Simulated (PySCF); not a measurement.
Run record: excited-state job, `[F][GaH-]1[Cl+][GaH2-][Cl+]1`.

Method: TDDFT B3LYP/def2-SVPD, vertical, gas phase, core orbitals frozen in the response (PySCF 2.14.0, density-fitted response routines). Geometry: GFN2-xTB. The command runs a driver script over a list of jobs; the input below is this job's line of settings and its coordinates in Å.

Command:
```bash
OMP_NUM_THREADS=1 python probes_run.py task.json out
```

Input:
```
{"job": {"kind": "uv", "xc": "B3LYP", "basis": "def2-SVPD", "nstates": 8, "ntriplets": 3}, "charge": 0, "multiplicity": 1}
F     -2.697505     1.080103     0.213153
Ga    -1.557197    -0.185453    -0.145408
Cl    -0.045655    -0.472508     1.536273
Ga     1.640555     0.144753     0.128713
Cl     0.109409     0.562348    -1.509132
H     -2.183020    -1.486621    -0.613840
H      2.268338     1.472513     0.619186
H      2.474132    -1.105723    -0.253510
```

Problem. What does the run print?

Solution. 
```
coarse grid: 40184 points
cycle   1  E = -4871.0589791485  dE = -6.123e-01  |g| = 9.758e-01  |ddm| = 3.465e+00
cycle   2  E = -4870.6987516759  dE =  3.602e-01  |g| = 1.805e+00  |ddm| = 2.332e+00
cycle   3  E = -4871.1858103160  dE = -4.871e-01  |g| = 2.824e-01  |ddm| = 1.538e+00
cycle   4  E = -4871.1979703030  dE = -1.216e-02  |g| = 4.359e-02  |ddm| = 2.465e-01
cycle   5  E = -4871.1982182704  dE = -2.480e-04  |g| = 7.880e-03  |ddm| = 3.191e-02
cycle   6  E = -4871.1982316319  dE = -1.336e-05  |g| = 2.750e-03  |ddm| = 9.864e-03
cycle   7  E = -4871.1982327981  dE = -1.166e-06  |g| = 6.513e-04  |ddm| = 3.055e-03
final grid: 77792 points
cycle   8  E = -4871.1981634891  dE = -2.018e-08  |g| = 1.007e-03  |ddm| = 2.960e-03
cycle   9  E = -4871.1981632668  dE =  2.223e-07  |g| = 1.578e-03  |ddm| = 1.810e-03
cycle  10  E = -4871.1981636275  dE = -3.608e-07  |g| = 1.637e-04  |ddm| = 1.102e-03
cycle  11  E = -4871.1981636314  dE = -3.905e-09  |g| = 1.539e-05  |ddm| = 1.297e-04
cycle  12  E = -4871.1981636315  dE = -4.184e-11  |g| = 1.776e-06  |ddm| = 1.858e-05
converged SCF energy = -4871.1981636315

Static polarisability (au): isotropic 80.890, principal 71.383 77.714 93.572

Singlet excitations
state   eV       nm        f      main configurations
  1   6.3877    194.1   0.00046   H->L 0.99
  2   6.5640    188.9   0.00256   H->L+1 0.98
  3   7.0856    175.0   0.03746   H->L+2 0.93
  4   7.3049    169.7   0.00200   H-1->L 0.97
  5   7.5650    163.9   0.10636   H-1->L+1 0.92
  6   7.7447    160.1   0.08353   H->L+3 0.91
  7   7.8115    158.7   0.00031   H-2->L+1 0.94
  8   7.9367    156.2   0.02509   H-2->L 0.92

Triplet excitations (Tamm-Dancoff, eV): 6.0661 6.2038 6.4956
```

The SCF starts on a coarse grid where the log names one; the energy can jump when the final grid takes over, and dE then counts from the start density on the new grid. H and L stand for HOMO and LUMO; the number after each pair is its weight.

Problem. Which computed singlet has the largest oscillator strength, and what do all of them sum to?

Solution. State 5 at 7.57 eV (164 nm), f = 0.106; the 8 states sum to 0.258.

In short: HOMO -8.58 eV, LUMO -1.18 eV; lowest singlet 6.39 eV; lowest triplet 6.07 eV (Tamm–Dancoff); mean polarisability 80.9 au.

 Relativistic effects, spin–orbit coupling among them, are left out although an element past zinc is present.

The run took 31 s of wall time on one thread, Arm Neoverse V1 (aarch64), on a shared host, and the process peaked at 0.72 GiB of memory.
Labels such as C1 count atoms from 1, the log's own numbers from 0.
